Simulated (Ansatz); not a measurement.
Saddle point of C2H7Ga, closed shell (CH₃Ga ([CH3][Ga]) + CH₄ → CH₃Ga ([CH3][Ga]) + CH₄; bonds formed: Ga1–C4, C2–H3; bonds broken: Ga1–C2, H3–C4), PBE0-D4/def2-TZVP structure:

```
atom    x (Å)    y (Å)    z (Å)
 Ga1   0.4158   0.4162   1.6199
  C2   0.4600   1.2778  -0.5203
  H3  -0.0168  -0.0185  -0.0694
  C4  -0.4935  -1.3117   0.3895
  H5  -0.0924   2.2016  -0.3259
  H6   1.5254   1.5221  -0.5628
  H7   0.1688   0.9347  -1.5218
  H8  -0.7242  -1.4984  -0.6676
  H9  -1.4296  -1.4188   0.9450
 H10   0.1863  -2.1049   0.7134
```

Energies are electronic, without zero-point energy. Barriers and step energies count from the start structure reached by relaxing down the imaginary mode; all methods use the PBE0-D4 structures, on which another method's saddle can fall below an end. Program: Ansatz 0.2.0. Basis: def2-TZVPP, with def2-QZVPP for the basis limit. Cores are frozen in the correlated methods. Filled d shells of the heavier atoms are correlated. The def2 sets are not built for correlating such inner shells, so the correlated values are less sure here. B3LYP uses VWN-RPA correlation. Extrapolation: Hartree–Fock as exp(−7.88 √X), correlation as X^−2.97.

| method | barrier (kcal/mol) | step energy (kcal/mol) |
| --- | --- | --- |
| SPW92 | 25.02 | 0.00 |
| PBE-D4 | ? | 0.00 |
| BLYP-D4 | 39.05 | 0.00 |
| r2SCAN-D4 | 35.76 | 0.00 |
| B97M-V | 41.33 | 0.00 |
| PBE0-D4 | ? | 0.00 |
| B3LYP-D4 | 41.76 | 0.00 |
| r2SCAN0-D4 | 38.90 | 0.00 |
| BHLYP-D4 | 46.97 | 0.00 |
| CAM-B3LYP-D4 | 43.10 | 0.00 |
| wB97X-V | 42.82 | 0.00 |
| wB97M-V | 41.64 | 0.00 |
| B2PLYP | 42.47 | 0.00 |
| PBE-QIDH | 40.53 | 0.00 |
| RPA on PBE | 43.06 | -0.01 |
| HF | 60.24 | -0.01 |
| MP2 | ? | -0.01 |
| CCSD | 46.07 | -0.01 |
| CCSD(T) | 42.97 | -0.01 |

Question: Fill in the withheld barriers. (An estimate is asked for; the value comes from the calculation.)

Answer: The calculation gives: PBE-D4 33.54; MP2 40.80; PBE0-D4 37.64 kcal/mol. Each is the energy of the saddle less that of the start structure, by the same method.

For comparison, the barrier by CCSD(T) at an estimated basis limit (MP2 extrapolated from triple and quadruple zeta, plus CCSD(T) − MP2 in triple zeta) is 41.78 kcal/mol.

The T1 diagnostic stays at or below 0.013.

Labels in which every atom is bracketed show which atoms are joined, not bond orders.

For scale, one of the runs: CCSD(T)/def2-TZVPP, 208 basis functions, launched by `ansatz run in.yaml --threads 4 --pin off --events-out ev --progress --plain --max-ram 9574MiB`. The run took 61 s on 4 CPU threads of an Arm Neoverse V2 (shared host), with 2.8 GiB of host memory at its peak.
